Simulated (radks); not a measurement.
The numbers below are computed, except where a source is named.
Problem. Ionisation of neutral oxygen, [He] 2s2 2p4, to O+, [He] 2s2 2p3, under several functionals. Scalar-relativistic Kohn-Sham, spin-polarised, spherical densities, point nucleus; open shells are filled with parallel spins first; a radial shooting solver on a logarithmic mesh with Libxc functionals. Known Delta-SCF values: PW91 13.740 eV. What does HCTH/407 give, and what is its highest occupied eigenvalue?

Solution. 13.403 eV by Delta-SCF; the 2p eigenvalue is -7.054 eV. NIST: 13.618 eV (measured).
